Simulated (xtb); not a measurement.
methyl(silylsulfanyl)silane (CH8SSi2), SMILES C[SiH2]S[SiH3]. All values are semi-empirical tight-binding results from xtb (GFN2-xTB unless named), good for trends rather than for accurate numbers. Coordinates come from a GFN2-xTB optimisation. The values are those of a single conformer.

Optimised geometry:

Bonds (Å): Si1–S2 2.141, Si1–H5 1.459, Si1–H6 1.459, Si1–H7 1.451, S2–Si3 2.159, Si3–C4 1.895, Si3–H8 1.462, Si3–H9 1.455, C4–H10 1.086, C4–H11 1.087, C4–H12 1.087. Angles (°): S2–Si1–H5 108.6, S2–Si1–H6 109.0, S2–Si1–H7 103.5, H5–Si1–H6 110.1, H5–Si1–H7 112.9, H6–Si1–H7 112.4, Si1–S2–Si3 104.6, S2–Si3–C4 110.7, S2–Si3–H8 107.6, S2–Si3–H9 102.3, C4–Si3–H8 110.7, C4–Si3–H9 112.8, H8–Si3–H9 112.4, Si3–C4–H10 110.8, Si3–C4–H11 111.1, Si3–C4–H12 111.6, H10–C4–H11 107.8, H10–C4–H12 107.7, H11–C4–H12 107.7.

Computed properties:
```
Quantity                                       Result
--------------------------------------  -------------
orbital gap                                   4.46 eV
zero-point energy                       49.7 kcal/mol
G − E(el) at 298.15 K (modified RRHO)   28.9 kcal/mol
static polarisability (D4 model)           91.5 bohr³
solvation energy, GFN2-xTB/ALPB(water)   0.3 kcal/mol
solvation energy, GFN2-xTB/ALPB(ether)  -4.4 kcal/mol
```

Computed atomic charges and the Wiberg bond orders between heavy atoms:
charges (e) Si1 0.48, S2 -0.48, Si3 0.50, C4 -0.20, H5 -0.09, H6 -0.09, H7 -0.08, H8 -0.08, H9 -0.07, H10 0.03, H11 0.04, H12 0.04. Bond orders Si1–S2 0.98, S2–Si3 0.91, Si3–C4 0.92.
